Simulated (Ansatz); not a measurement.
Basis-set extrapolation for C₂H₄B₂O, SMILES `BC#CBO` (PBE0-D4/def2-TZVP geometry, frozen core, the Gaussian-basis code of Ansatz). Multiplicity 1, RHF reference.

```csv
,def2-TZVPP,def2-QZVPP
HF,-202.375932,-202.385014
MP2 correlation,-0.723138,-0.774092
CCSD(T) correlation,-0.786822,not run
```

Energies in hartree. Use E(X) = E(∞) + A·exp(−7.88·√X) for Hartree–Fock and E(X) = E(∞) + B·X^(−2.97) for correlation, with X = 3 and 4, and add CCSD(T) minus MP2 of the smaller set to the MP2 limit.

**Question.** What is the CCSD(T) energy at the basis-set limit?

**Answer.** HF limit: -202.385014 + (-0.009082) × 0.13774 = -202.38626. MP2 limit: -0.774092 + (-0.050954) × 0.74074 = -0.81184. Higher-order term: -0.786822 − (-0.723138) = -0.06368. Total: -203.26178 hartree, 260.0 kJ/mol below CCSD(T)/def2-TZVPP.
